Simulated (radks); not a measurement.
Spherical quantum dot in the effective-mass picture: electrons in a parabolic well V = omega^2 r^2 / 2 with omega = 0.782, all in effective atomic units (hartree* = m*/eps^2 hartree, bohr* = eps/m* bohr), one dielectric constant everywhere. Calculated with a radial shooting solver with Libxc functionals: non-relativistic Kohn-Sham, PBE, spin-polarised, spherical densities. Levels are named by radial order and angular momentum (1s, 1p, 1d, 2s, ...), and open shells are averaged over m. Results are scaled to m* = 0.097 and eps = 14.3, for which hartree* = 12.91 meV and bohr* = 7.801 nm. Each electron was tried in the lowest free levels, single moves between levels near the top were tried too, and the lowest total energy was kept; such a search can miss a lower state. At N = 1 the Hartree and exchange-correlation terms need not cancel, so that row can carry a self-interaction error.

N,open shells,2S,E (meV),addition energy mu(N+1) - mu(N) (meV),e(HOMO) (meV),rms radius (nm)
1,"1s(up 1, down 0)",1,15.2076,8.288,18.449,10.83
2,none,0,38.7037,14.27,26.511,11.60
3,"1p(up 1, down 0)",1,76.4666,5.235,40.349,13.12
4,"1p(up 2, down 0)",2,119.464,5.292,45.651,14.01
5,"1p(up 3, down 0)",3,167.755,6.699,50.917,14.68
6,"1p(up 3, down 1)",2,222.744,4.715,57.321,15.28
7,"1p(up 3, down 2)",1,282.448,4.777,62.094,15.79
8,none,0,346.929,11.31,66.861,16.24
9,"1d(up 1, down 0)",1,422.718,4.212,77.896,16.86
10,"1d(up 2, down 0)",2,502.719,4.196,82.103,17.39
11,"1d(up 3, down 0)",3,586.915,4.162,86.284,17.86
12,"1d(up 4, down 0)",4,675.274,4.121,90.427,18.29
13,"1d(up 5, down 0)",5,767.754,5.238,94.525,18.68
14,"1d(up 5, down 1)",4,865.471,3.864,99.648,19.06
15,"1d(up 5, down 2)",3,967.052,3.858,103.51,19.41
16,"1d(up 5, down 3)",2,1072.49,3.838,107.36,19.75
17,"1d(up 5, down 4)",1,1181.77,3.810,111.19,20.06
18,none,0,1294.86,4.812,114.98,20.36
19,"2s(up 1, down 0)",1,1412.75,4.398,119.80,20.66
20,none,0,1535.05,7.468,124.14,20.95
21,"1f(up 1, down 0)",1,1664.82,3.466,131.50,21.27
22,"1f(up 2, down 0)",2,1798.05,3.447,134.96,21.58
23,"1f(up 3, down 0)",3,1934.73,3.425,138.39,21.87
24,"1f(up 4, down 0)",4,2074.83,3.403,141.81,22.15
25,"1f(up 5, down 0)",5,2218.33,3.379,145.20,22.42
26,"1f(up 6, down 0)",6,2365.22,3.356,148.57,22.68
27,"1f(up 7, down 0)",7,2515.46,4.210,151.91,22.93
28,"1f(up 7, down 1)",6,2669.91,-,156.07,23.18

All shells are closed at N = 2, 8, 18, 20 (there: 1s2 1p6 1d10 2s2); the second difference of the energy has clear peaks (12 % above both neighbours; the first and last values, which can be the largest, are not judged, and half-filled shells can peak too) at N = 2, 5, 8, 13, 20.
